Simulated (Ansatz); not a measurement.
`[NH2][W](=[O])([OH])=[S]` + H–F → `[NH2][W](=[O])([F])=[S]` + H₂O at 400 K and 1 bar (ligand exchange at a W–O bond).

Calculated with Ansatz (gas phase, PBE0-D4/def2-TZVP geometries, no zero-point term in ΔE). CBS: MP2 limit from def2 TZ/QZ plus the TZ coupled-cluster correction, frozen cores. This one scheme is used for every species. Elements past krypton have def2 core potentials. For W outer-core shells are correlated without core-valence functions, which leaves a few kJ/mol of doubt a bond. Each species was taken in one conformer, which may not be the lowest.

```csv
species,CCSD(T)/CBS energy (Eh),H − E (kJ/mol),S (J/(mol·K))
`[NH2][W](=[O])([OH])=[S]`,-671.76091,148.6,395.1
H–F,-100.39570,36.5,182.2
`[NH2][W](=[O])([F])=[S]`,-695.78708,117.3,379.0
H₂O,-76.37941,69.8,198.6
```

H − E and S are ideal-gas, rigid-rotor, harmonic terms from PBE0-D4/def2-TZVP, for one conformer and one mirror image of each species. 1 Eh = 2625.50 kJ/mol, R = 8.31446 J/(mol·K).

By hand: ΔE, ΔH, ΔS and ΔG.

ΔE = (-695.78708) + (-76.37941) − (-671.76091) − (-100.39570) = -0.00988 Eh = -25.9 kJ/mol. Δ(H − E) = 117.3 + 69.8 − 148.6 − 36.5 = 2.0, so ΔH = -23.9 kJ/mol. ΔS = 379.0 + 198.6 − 395.1 − 182.2 = 0.3 J/(mol·K). ΔG = -23.9 − 400 × (0.3)/1000 = -24.0 kJ/mol.

By hand: the equilibrium constant, and the temperature at which ΔG would vanish if ΔH and ΔS stayed fixed.

log₁₀ K = −ΔG/(RT ln 10) = 3.1. ΔH and −TΔS have one sign here, so there is no such temperature.

The number of gas molecules stays the same, so ΔS is small and ΔH decides. A doubt of 5 kJ/mol in ΔE shifts log₁₀ K by 0.7 here. Other conformers and mirror images would add mixing entropy, several J/(mol·K) or more a flexible species. These are equilibria of isolated gas molecules and say nothing of rates. Largest T1 diagnostic: 0.022 (customary marks: 0.02 for closed shells, 0.045 for open ones).

ΔS is within the doubt of such terms, so its sign, and with it that verdict, could turn.
